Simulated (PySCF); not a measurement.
**A small calculation by hand: entropy of an ideal gas**

hydrogen selenide cation (H2Se), SMILES [SeH2] (connectivity only; charge and spin as stated), charge +1, multiplicity 2.

Coordinates come from a B3LYP-D3(BJ)/def2-TZVPD optimisation. The multiplicity is an assumed one; other spin states were not compared.

PySCF with B3LYP-D3(BJ)/def2-TZVPD gives the harmonic wavenumbers 1045, 2335, 2339 cm⁻¹ and the rotational temperatures 11.4489, 10.5672, 5.4952 K. The molar mass is 80.99 g/mol, the symmetry number 2, the spin multiplicity 2.

Task: Work out the entropy at 298.15 K and 1 atm in the rigid-rotor, harmonic-oscillator model.

Result: 
Translation (Sackur–Tetrode at 1 atm): S = R[1.5 ln M + 2.5 ln T − 1.16487] = 163.6 J/(mol K).
Rotation: q = (√π/σ) T^1.5/√(θA θB θC) = 177, S = R[ln q + 3/2] = 55.5 J/(mol K).
Vibration: with u = 1.4388 ν/T, each mode gives R[u/(e^u − 1) − ln(1 − e^−u)]:
```csv
ν (cm⁻¹),modes,u,S (J/(mol K))
1045,1,5.04,0.33
```
The stiffer modes add less than 0.005 each. Sum 0.3 J/(mol K).
Spin: R ln 2 = 5.8 J/(mol K).
Total 225.1 J/(mol K); the program's own thermochemistry gives 225.1. Translation makes up 73 % and vibration 0 %. Anharmonicity, hindered rotation and orbital degeneracy are left out.
